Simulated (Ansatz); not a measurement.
Isolated molecules relaxed with PBE0-D4/def2-TZVP in Ansatz; ΔE leaves out vibrations. CCSD(T)/CBS is the MP2 limit (def2-TZVPP, def2-QZVPP) plus CCSD(T) − MP2 in def2-TZVPP, frozen cores. Functionals use def2-TZVPP. B3LYP here is the variant with VWN-RPA as its local correlation; programs differ in this. Elements past krypton have def2 core potentials. For Cd outer-core shells are correlated without core-valence functions, which leaves a few kJ/mol of doubt a bond. Each species was taken in one conformer, which may not be the lowest.

Consider the ligand exchange at the Si–O bond: `[SiH3][O][Cd][O][SiH3]` + `O=C[SiH](O)Cl` → `O=C[SiH](Cl)O[SiH3]` + `[OH][Cd][O][SiH3]`.

```tsv
level	ΔE (kcal/mol)	difference from CCSD(T)/CBS
r2SCAN-D4	0.6	0.4
PBE0-D4	0.7	0.5
r2SCAN0-D4	1.1	0.9
PBE-QIDH	1.6	1.4
revPBE	1.1	0.9
BLYP	0.5	0.3
B3LYP	0.8	0.6
BHLYP	1.3	1.1
HF/def2-SVP	2.7	2.5
MP2/def2-SVP	2.4	2.2
CCSD/def2-SVP	2.1	1.9
MP2/def2-TZVPP	1.0	0.8
SCS-MP2/def2-TZVPP	1.1	0.9
HF/def2-QZVPP	1.9	1.7
MP2/def2-QZVPP	0.4	0.2
HF/CBS(def2)	1.8	1.6
CCSD(T)/CBS	0.2	0
```

Largest T1 diagnostic among the species: 0.016.

The D4 term adds −1.2 kcal/mol with B3LYP and −0.7 kcal/mol with PBE0; it sums over pairs of atoms, weighted by their polarisabilities, and B3LYP, whose exchange is more repulsive, gets the larger term. From BLYP to BHLYP (50 % exact exchange), in def2-TZVPP and without D4, ΔE moves by +0.8 kcal/mol. At CCSD(T), def2-SVP lies +1.8 kcal/mol from the extrapolated value and def2-TZVPP +0.9 kcal/mol.
